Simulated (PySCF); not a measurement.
In(Vi)(OH)(NH2), C2H6InNO, SMILES C=[CH][In]([NH2])[OH], singlet, B3LYP/def2-SVP optimised geometry. Atoms within 1.6 Å of the plane z = 0.6 Å (x, y, z in Å): In1 (-0.06, -0.63, 0.00), C2 (-1.39, 1.05, 0.00), C3 (-0.99, 2.33, 0.07), H4 (-2.46, 0.84, -0.07), H5 (-1.71, 3.16, 0.07), H6 (0.06, 2.63, 0.14), O7 (-0.91, -2.44, -0.22), H8 (-0.27, -3.16, -0.29), N9 (1.99, -0.63, 0.00), H10 (2.46, -1.48, 0.32), H11 (2.46, 0.17, 0.42).

Method: B3LYP/def2-TZVP, def2 effective core potentials past Kr (PySCF 2.14.0). The core electrons that the potentials of In replace are not part of the density.

Map of the deformation density (molecule minus spherical neutral atoms) (e/bohr³) on the plane z = 0.6 Å:

```
|22222222222222222222222222222|
|22222222222222222222222222222|
|22222222222222222222222222222|
|22222222222222222222222222222|
|22222222211122222222222222222|
|22222222111111122222222222222|
|22222222123212111222222222222|
|22222222124214311222222222222|
|22222222111004311222222222222|
|22222221113521111222222222222|
|22222221113731112222222222222|
|22222211210221112221112222222|
|22222211220232212211001222222|
|22222211122343222212201122222|
|22222221112332222335921122222|
|22222222222222212444521222222|
|22222222221112112453311222222|
|22222222222111112335721222222|
|22222222222222112222301222222|
|22222222222343222211001222222|
|22222222223443222221112222222|
|22222222223332222222222222222|
|22222222222222112222222222222|
|22222222222221122222222222222|
|22222222222222222222222222222|
|22222222222222222222222222222|
|22222222222222222222222222222|
|22222222222222222222222222222|
|22222222222222222222222222222|
```
Scale: ten equal steps from -0.017 (start of '0') to 0.051 (end of '9'), in the order '0123456789'; x runs from -5.50 to 5.50, y from -5.50 (bottom) to 5.50 (top).
